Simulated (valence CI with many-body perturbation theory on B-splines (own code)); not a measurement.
**Energy levels of Ho35+**

Method: configuration interaction combined with many-body perturbation theory (CI+MBPT): four valence electrons over a frozen Dirac-Fock core [Ar] 3d10, a basis of 11 s, 11 p, 10 d, 8 f, 5 g, 2 h functions for each j, with the one-electron correlation potential Σ1 (screened to all orders), the two-electron term Σ2, the three-electron term Σ3, Breit, model QED; selected single and double excitations, second order for the rest, scaled by the run's own slope (own B-spline code, finite nucleus).

The last digits are not significant, and no measured levels were compared; by estimate large intervals hold to a few tenths of a per cent, small ones and those within an open d or f shell to about a per cent. Among the levels kept, up to 400 cm⁻¹ of a level comes from second order outside the variational space, and about a tenth of that is noise between levels of different J, which matters for small intervals.

Levels 91 to 135 of 187, with energies above the lowest level, (4s^2 4p1/2^2) J=0. "Leading %" is the weight of the configuration and term that name the level; weights of strongly mixed levels are sums over their largest components and can fall short, so below about 35 % the name and the second component can differ from the true leading terms, or belong to a minority configuration. In the jj column 3d3/2^4 stands for four electrons in 3d with j = 3/2. Lifetimes count E1, E2, E3, M1 and M2 decay at the calculated energies, and are blank where another channel may lead or the interval is too uncertain; long ones can be off by a factor of two.

```csv
No.,Configuration,Term,J,E (× 10³ cm⁻¹),Leading %,Lifetime,Leading jj
91,4s2 4d2,3P,2,3229.8,24,1.51 ps,4s 4p3/2^2 4d5/2 (36 %)
92,4s 4p2 4d,3D,3,3230.1,63,1.95 ps,4s 4p3/2^2 4d5/2 (84 %)
93,4s2 4p 4f,1G,4,3231.9,22,6.47 ps,4s^2 4p3/2 4f7/2 (35 %)
94,4s2 4d2,3P,1,3239.5,66,891 fs,4s^2 4d3/2 4d5/2 (66 %)
95,4p3 4d,3F°,2,3262.8,33,6.65 ps,4p1/2^2 4p3/2 4d3/2 (89 %)
96,4s 4p2 4d,1D,2,3267.0,44,1.58 ps,4s 4p3/2^2 4d5/2 (39 %)
97,4s2 4d2,3F,4,3268.8,41,1.39 ps,4s 4p3/2^2 4d5/2 (45 %)
98,4p3 4d,3F°,3,3274.5,22,8.21 ps,4p1/2^2 4p3/2 4d3/2 (80 %)
99,4p3 4d,3P°,0,3287.3,53,5.29 ps,4p1/2^2 4p3/2 4d3/2 (92 %)
100,4s2 4p 4f,3G,5,3287.6,92,2.70 ps,4s^2 4p3/2 4f7/2 (92 %)
101,4p3 4d,5D°,1,3302.8,30,3.84 ps,4p1/2^2 4p3/2 4d3/2 (92 %)
102,4s2 4p 4f,3F,2,3305.7,18,943 fs,4s^2 4p3/2 4f5/2 (30 %)
103,4s2 4p 4f,3D,1,3315.7,34,1.06 ps,4s^2 4p3/2 4f5/2 (34 %)
104,4s2 4p 4f,3F,4,3328.9,26,1.08 ps,4s^2 4p3/2 4f5/2 (41 %)
105,4s2 4p 4f,3F,3,3330.5,25,866 fs,4s^2 4p3/2 4f5/2 (54 %)
106,4s2 4d2,3P,2,3357.2,24,1.16 ps,4s^2 4d5/2^2 (40 %)
107,4s2 4d2,1S,0,3358.4,34,1.04 ps,4s^2 4d5/2^2 (51 %)
108,4s2 4p 4f,3D,1,3366.4,36,1.13 ps,4s 4p3/2^2 4d5/2 (49 %)
109,4p3 4d,3F°,4,3366.7,39,8.42 ps,4p1/2^2 4p3/2 4d5/2 (85 %)
110,4s2 4p 4f,3D,2,3369.0,33,1.21 ps,4s 4p3/2^2 4d5/2 (32 %)
111,4s2 4p 4f,3D,3,3387.5,18,1.00e+03 fs,4s 4p3/2^2 4d5/2 (44 %)
112,4p3 4d,3P°,2,3398.3,16,3.87 ps,4p1/2^2 4p3/2 4d5/2 (64 %)
113,4p3 4d,3D°,3,3401.8,18,3.59 ps,4p1/2^2 4p3/2 4d5/2 (56 %)
114,4s 4p2 4f,5G°,2,3409.1,31,4.64 ps,4s 4p1/2^2 4f5/2 (62 %)
115,4s2 4p 4f,1G,4,3419.1,37,1.00 ps,4s^2 4p3/2 4f7/2 (30 %)
116,4s 4p2 4f,5G°,3,3426.7,26,4.89 ps,4s 4p1/2^2 4f7/2 (43 %)
117,4s2 4d2,1S,0,3444.6,34,835 fs,4s^2 4d5/2^2 (36 %)
118,4s 4p2 4f,3F°,4,3451.8,28,4.66 ps,4s 4p1/2^2 4f7/2 (81 %)
119,4s2 4p 4f,1D,2,3452.4,26,942 fs,4s 4p3/2^2 4d5/2 (42 %)
120,4p3 4d,3D°,1,3492.3,41,2.91 ps,4p1/2^2 4p3/2 4d5/2 (85 %)
121,4s 4p2 4f,3G°,3,3547.4,16,3.13 ps,4s 4p1/2^2 4f7/2 (35 %)
122,4s 4p 4d2,5G°,2,3553.9,58,2.53 ps,4s 4p1/2 4d3/2^2 (77 %)
123,4s 4p 4d2,5G°,3,3593.9,42,2.73 ps,4s 4p1/2 4d3/2^2 (57 %)
124,4p3 4d,5D°,0,3631.4,28,2.30 ps,4s 4p1/2 4d3/2^2 (50 %)
125,4p3 4d,3F°,2,3634.8,19,7.40 ps,4p1/2 4p3/2^2 4d3/2 (51 %)
126,4s 4p 4d2,5G°,3,3637.8,20,7.98 ps,4s 4p1/2 4d3/2 4d5/2 (45 %)
127,4p3 4d,3D°,1,3644.2,39,4.84 ps,4p1/2 4p3/2^2 4d3/2 (66 %)
128,4s 4p 4d2,5G°,4,3650.9,17,11.6 ps,4s 4p1/2 4d3/2 4d5/2 (49 %)
129,4s 4p 4d2,5D°,0,3670.6,51,3.03 ps,4s 4p1/2 4d3/2 4d5/2 (35 %)
130,4s 4p 4d2,5G°,4,3672.7,27,8.08 ps,4s 4p1/2 4d3/2 4d5/2 (49 %)
131,4s 4p 4d2,5D°,1,3676.9,53,1.89 ps,4s 4p1/2 4d3/2^2 (53 %)
132,4s 4p 4d2,5F°,2,3686.7,25,1.47 ps,4s 4p1/2 4d3/2 4d5/2 (42 %)
133,4s 4p 4d2,5F°,1,3689.1,32,1.10 ps,4s 4p1/2 4d3/2^2 (80 %)
134,4s 4p 4d2,3G°,5,3695.4,21,16.5 ps,4s 4p1/2 4d3/2 4d5/2 (63 %)
135,4p3 4d,5D°,3,3697.8,12,2.71 ps,4s 4p1/2 4d3/2 4d5/2 (57 %)
```
